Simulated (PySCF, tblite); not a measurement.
One entry of a table of gas-phase calculations, keyed by method. Lists by class give the value and the number of equivalent atoms.

```json
{
 "formula": "C4H12N2Si2",
 "smiles": "CN(C)[Si@@](C)([SiH3])C#N",
 "charge": 0,
 "multiplicity": 1,
 "geometry_level": "GFN2-xTB",
 "atoms_angstrom": [
  ["C", 1.122, 1.255, 1.273],
  ["N", 0.777, 0.01, 0.633],
  ["C", 1.856, -0.947, 0.706],
  ["Si", -0.467, -0.07, -0.563],
  ["C", -0.863, -1.902, -0.898],
  ["Si", -2.276, 1.232, 0.06],
  ["C", 0.183, 0.546, -2.229],
  ["N", 0.6, 0.971, -3.209],
  ["H", 1.41, 1.069, 2.312],
  ["H", 0.27, 1.931, 1.264],
  ["H", 1.962, 1.748, 0.769],
  ["H", 2.749, -0.591, 0.179],
  ["H", 1.548, -1.89, 0.267],
  ["H", 2.124, -1.119, 1.753],
  ["H", -0.077, -2.404, -1.455],
  ["H", -1.02, -2.447, 0.028],
  ["H", -1.773, -1.983, -1.485],
  ["H", -2.547, 1.19, 1.5],
  ["H", -3.49, 0.769, -0.616],
  ["H", -2.094, 2.643, -0.292]
 ],
 "electronic_structure_code": "PySCF",
 "results": {
  "GFN2-xTB geometry": {
   "point_group": "C1",
   "rotational_constants_GHz": [1.32, 1.148, 0.936]
  },
  "PBE0/pcSseg-1 ground state and GIAO shieldings, non-relativistic": {
   "dipole_D": 4.1,
   "homo_eV": -6.85,
   "lumo_eV": -0.63,
   "shift_vs_computed_TMS_C_by_class_ppm": [
    [126.9, 1],
    [41.5, 2],
    [0.9, 1]
   ],
   "shift_vs_computed_TMS_H_by_class_ppm": [
    [3.53, 3],
    [2.62, 6],
    [0.54, 3]
   ],
   "shielding_other_nuclei_by_class_ppm": [
    ["N", -88.7, 1],
    ["N", 239.5, 1],
    ["Si", 379.7, 1],
    ["Si", 464.8, 1]
   ],
   "charges_hirshfeld_e_by_atom": [-0.07, -0.17, -0.07, 0.37, -0.21, 0.22, -0.05, -0.22, 0.04, 0.04, 0.04, 0.04, 0.05, 0.04, 0.05, 0.05, 0.05, -0.07, -0.07, -0.07]
  },
  "GFN2-xTB harmonic vibrations, gas phase": {
   "strongest_ir_bands_cm-1_km_per_mol_modes": [
    [785.6, 634.8, 1],
    [813.0, 143.7, 1],
    [1030.7, 120.1, 1],
    [2232.1, 336.3, 1],
    [2239.2, 250.7, 1],
    [2248.3, 306.3, 1]
   ],
   "zpe_kcal_per_mol": 94.5
  }
 }
}
```

With B = h/(8π²I), that is 505.379 GHz u Å² over I, the principal moments of inertia are 382.8, 440.4 and 540.1 u Å² (most abundant isotopes); the inertial defect Ic − Ia − Ib is -283.1 u Å² (zero for a rigid planar frame, negative otherwise). The zero-point energy, half the sum of the 54 harmonic wavenumbers, equals 33070 cm⁻¹ or 396 kJ/mol.

 NMR classes are plain means over equivalent atoms (diastereotopic ones count apart unless rotation or inversion swaps them), as if these changed places fast; in this geometry the members of some classes differ.

For the NMR shielding job (PBE0/pcSseg-1), time: 76 s; peak memory 1.0 GiB. Hardware: one thread of an Arm Neoverse N1 (shared host).

Conformer computed: `[CH3:1][N:2]([CH3:3])[Si@@:4]([CH3:5])([SiH3:6])[C:7]#[N:8]`: C1–N2–Si4–C5 -169°.

One conformer stands for the species.
